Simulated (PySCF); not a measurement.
Ti⁺ (titanium, charge +1) across methods

[Ar] 3d2 4s1, high-spin 4F determinant. Calculation: PySCF 2.14, in aug-cc-pVTZ with one added diffuse shell each of s, p, d, f, g type (9s8p6d4f3g, 118 functions); no relativity, point nucleus.

```csv
method,E (hartree),mean ε 3p β (eV),mean ε 3d α (eV),mean ε 4s α (eV),Σ⟨r²⟩ (bohr²),⟨S²⟩
B97-3,-849.008,-47.508,-14.420,-11.293,28.76,3.751
PBE0,-848.920,-47.351,-14.442,-11.428,28.79,3.751
r2SCAN,-849.082,-45.623,-13.092,-10.962,28.73,3.751
BP86,-849.207,-44.954,-12.736,-10.970,28.69,3.750
UHF,-848.20993,-53.742,-19.419,-12.941,29.25,3.753
PBE,-848.877,-44.812,-12.644,-10.801,28.85,3.750
LDA,-847.043,-44.906,-12.616,-11.017,28.70,3.750
CAM-B3LYP,-849.150,-48.737,-15.857,-12.497,28.70,3.751
```
